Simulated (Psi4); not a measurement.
A dimer, H3ClSi ··· Li+ (SMILES [SiH3]Cl and [Li+]) (charge +1), singlet; the first 5 atoms form monomer A.

```
6

Si    -0.1304     0.0056    -0.0231
Cl     1.9025    -0.0812     0.3367
H     -0.8407    -0.4051     1.2037
H     -0.4830     1.3927    -0.3829
H     -0.4484    -0.9120    -1.1344
Li     3.9685    -0.1628     0.7582
```

**Question.** What interaction energy does SAPT0/jun-cc-pVDZ, all electrons correlated run with Psi4 give, and which attractive term is the largest?

**Answer.** Total -57.46 kJ/mol: electrostatics -21.76, exchange 43.00, induction -78.00, dispersion -0.71. The most attractive term is induction.
